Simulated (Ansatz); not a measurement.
`[F][Al]([Cl])[Br]` + CH₃OH → `C[O][Al]([F])[Br]` + HCl at 400 K and 1 bar (ligand exchange at the Al–Cl bond).

Gas-phase electronic energies from Ansatz, PBE0-D4/def2-TZVP geometries. CBS: MP2 limit from def2 TZ/QZ plus the TZ coupled-cluster correction, frozen cores. This one scheme is used for every species. For Br outer-core shells are correlated without core-valence functions, which leaves a few kJ/mol of doubt a bond. Scalar relativity is left out up to krypton. One conformer a species, not always the lowest.

| species | CCSD(T)/CBS energy (Eh) | H − E (kJ/mol) | S (J/(mol·K)) |
| --- | --- | --- | --- |
| `[F][Al]([Cl])[Br]` | -3375.12363 | 37.7 | 349.5 |
| CH₃OH | -115.61712 | 151.2 | 252.6 |
| `C[O][Al]([F])[Br]` | -3030.35080 | 153.0 | 398.4 |
| HCl | -460.38127 | 29.6 | 195.4 |

H − E and S are ideal-gas, rigid-rotor, harmonic terms from PBE0-D4/def2-TZVP, for one conformer and one mirror image of each species. 1 Eh = 2625.50 kJ/mol, R = 8.31446 J/(mol·K).

Problem. By hand: ΔE, ΔH, ΔS and ΔG.

Solution. ΔE = (-3030.35080) + (-460.38127) − (-3375.12363) − (-115.61712) = 0.00868 Eh = 22.8 kJ/mol. Δ(H − E) = 153.0 + 29.6 − 37.7 − 151.2 = -6.3, so ΔH = 16.5 kJ/mol. ΔS = 398.4 + 195.4 − 349.5 − 252.6 = -8.3 J/(mol·K). ΔG = 16.5 − 400 × (-8.3)/1000 = 19.8 kJ/mol.

Problem. By hand: the equilibrium constant, and the temperature at which ΔG would vanish if ΔH and ΔS stayed fixed.

Solution. log₁₀ K = −ΔG/(RT ln 10) = -2.6. ΔH and −TΔS have one sign here, so there is no such temperature.

The number of gas molecules stays the same, so ΔS is small and ΔH decides. A doubt of 5 kJ/mol in ΔE shifts log₁₀ K by 0.7 here. Other conformers and mirror images would add mixing entropy, several J/(mol·K) or more a flexible species. These are equilibria of isolated gas molecules and say nothing of rates. Largest T1 diagnostic: 0.010 (customary marks: 0.02 for closed shells, 0.045 for open ones).

ΔS is within the doubt of such terms, so its sign, and with it that verdict, could turn.
